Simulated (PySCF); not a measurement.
SMILES F[SiH](F)C[SiH](F)F (CH₄F₄Si₂), PBE0/def2-SVP optimised geometry.

```
11

Si    -0.79    -0.19     0.00
F     -1.34    -1.01     1.28
F     -1.29    -1.01    -1.31
C      1.06    -0.19     0.00
Si     1.81     0.01    -1.68
F      3.28     0.65    -1.55
F      0.91     1.10    -2.49
H     -1.42     1.14     0.00
H      1.42     0.62     0.65
H      1.42    -1.14     0.44
H      1.90    -1.22    -2.49
```

Density from PBE0/def2-TZVP in PySCF at that geometry.

Minimum of the electron density along straight lines between bonded atoms, close to the bond critical point (lines longer than 1.1 times the sum of covalent radii, or with two minima, are not listed):

```csv
bond,length / Å,ρ at the minimum / e bohr⁻³,∇²ρ there / e bohr⁻⁵,position (fraction from the first atom)
Si1–F2,1.615,0.135,0.93,0.42
Si1–F3,1.618,0.133,0.91,0.42
Si1–C4,1.854,0.126,0.18,0.39
C4–Si5,1.854,0.126,0.18,0.61
Si5–F6,1.615,0.134,0.93,0.42
Si5–F7,1.618,0.133,0.91,0.42
Si1–H8,1.477,0.130,0.12,0.49
C4–H9,1.104,0.261,-0.83,0.64
C4–H10,1.104,0.261,-0.83,0.64
Si5–H11,1.477,0.130,0.12,0.49
```
